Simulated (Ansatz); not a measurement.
Ansatz (a program for electronic structure) input (HF/def2-TZVP):

Ansatz 0.2 input:
```yaml
crystal:
  periodic: [false, false, false]
  atoms:
    - {symbol: Mn, position_ang: [-0.20061382, -0.16836485, 0.30226778]}
    - {symbol: Cl, position_ang: [0.88216500, 0.78708165, -1.35917739]}
    - {symbol: O, position_ang: [-1.02753334, -1.04127024, 1.66309477]}
    - {symbol: H, position_ang: [-1.76119258, -0.84110490, 2.24456298]}
basis:
  gaussian:
    orbitals: def2-TZVP
hamiltonian:
  xc: {name: HF}
magnetization: {spin_polarized: true, initial_magnetization: 5}
relax: {f_tol: 0.003, max_steps: 100}
```

End of the output:

```
reference -45849.86042383 eV, -1684.9512924241 hartree; 28, 23 occupied and 91, 96 virtual orbitals, 963 factors
relax step   6: F+E_penalty+E_count = -45849.86042383 eV  Δ(F+E_penalty+E_count) = -4.685e-5 eV  max|allowed force component| = 2.070e-3 eV/Å  Δτ_max = 0.0064 Å  (32 SCF iters, accepted)
integrals: 0.06 GiB planned
963 factors; integrals over basis functions are off by at most 3.4e-4 eV
mean field: 0.49 GiB planned
mean field evaluation 64: about -45843.3102 eV, gradient 4.7e0 eV
mean field -45849.86042383 eV, -1684.9512924241 hartree, gradient 3.6e-5 eV, S^2 8.766426; 1 other end points of the search recorded, 0 dependent functions left out
the calculation of the forces begins
reference -45849.86042383 eV, -1684.9512924241 hartree; 28, 23 occupied and 91, 96 virtual orbitals, 963 factors
Total energy: -45849.86042383 eV, -1684.9512924241 hartree
Atom 0 at    -0.197346    -0.155541     0.290870 Å, force     0.001124    -0.001670    -0.000015 eV/Å
Atom 1 at     0.935897     0.808411    -1.424874 Å, force    -0.000721     0.000340     0.000479 eV/Å
Atom 2 at    -1.073307    -1.008473     1.686331 Å, force    -0.001269     0.002070    -0.000101 eV/Å
Atom 3 at    -1.772419    -0.908055     2.298421 Å, force     0.000866    -0.000740    -0.000363 eV/Å
Dipole moment:    -0.356186    -0.011136     0.351856 e Å
```

The spin state was set by rule; other spins were not relaxed.
